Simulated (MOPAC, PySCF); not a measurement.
Ligand exchange on a metal centre used in film growth or etching (Zr NH2-H). All species are isolated molecules in the gas phase. One relaxed conformer stands for each flexible species; it need not be the lowest.

Quantity: redistribution energy (mixed species minus the weighted end members), in kcal/mol. Semi-empirical values (MOPAC) are differences of heats of formation.

Level 1: B3LYP-D3(BJ)/def2-TZVP // BP86-D3(BJ)/def2-SVP (PySCF)
Level 2: PBE-D3(BJ)/def2-TZVP // BP86-D3(BJ)/def2-SVP (PySCF)
Level 3: BP86/6-31G* (LANL2DZ on Zr) // BP86-D3(BJ)/def2-SVP (PySCF)
Level 4: PM7 // BP86-D3(BJ)/def2-SVP (MOPAC)

| species | level 1 | level 2 | level 3 | level 4 |
|---|---|---|---|---|
| 2 of 4 NH2 replaced by H: [Zr(NH2)2(H)2] | -6.03 | -7.23 | -8.98 | 5.52 |
| 1 of 4 NH2 replaced by H: [Zr(NH2)3(H)] | -5.52 | -6.65 | -8.47 | -0.21 |
| 3 of 4 NH2 replaced by H: [Zr(NH2)(H)3] | -4.37 | -5.18 | -6.27 | 5.48 |
